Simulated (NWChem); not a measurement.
System: C₂H₉NSi; SMILES C[SiH2]NC

The following NWChem deck was run.

```
start job
memory heap 200 mb stack 900 mb global 1100 mb
geometry units angstroms noautosym nocenter noautoz
  Si    -0.579478    -0.650964     0.103456
  C      0.990240    -1.635657    -0.192458
  N     -0.381576     1.011257    -0.356354
  C      0.548484     1.932653     0.248756
  H     -1.703345    -1.163447    -0.740357
  H     -0.966848    -0.844576     1.546121
  H      1.820203    -1.270569     0.432967
  H      1.301196    -1.572395    -1.246295
  H      0.828178    -2.695127     0.062211
  H     -1.191890     1.462672    -0.765362
  H      0.162576     2.440872     1.155164
  H      1.467521     1.403303     0.547593
  H      0.860020     2.717088    -0.462198
end
basis spherical
  * library pcsseg-1
end
dft
  xc pbe0
  iterations 150
end
property
  shielding
end
task dft property
```

Coordinates come from a PBE0/def2-SVP optimisation.

GIAO values for the isolated, static molecule; σ is the absolute isotropic shielding, δ = σ(reference) − σ with the isolated reference molecule computed at the same levels (13C: tetramethylsilane, 1H: tetramethylsilane, 29Si: tetramethylsilane).

Atoms are numbered as in the input.

Q: Predict the main results of this run. (PBE0/pcSseg-1, GIAO.) Quantities: δ Si1 (ppm); δ C4 (ppm); δ H5 (ppm); δ H6 (ppm); δ H7 (rotor mean) (ppm); δ H10 (ppm); δ H11 (rotor mean) (ppm).

A: 
```
Property                  Value
------------------------  -----
δ Si1 (ppm)               -30.6
δ C4 (ppm)                 30.2
δ H5 (ppm)                 4.49
δ H6 (ppm)                 4.80
δ H7 (rotor mean) (ppm)    0.21
δ H10 (ppm)               -0.23
δ H11 (rotor mean) (ppm)   2.53
```
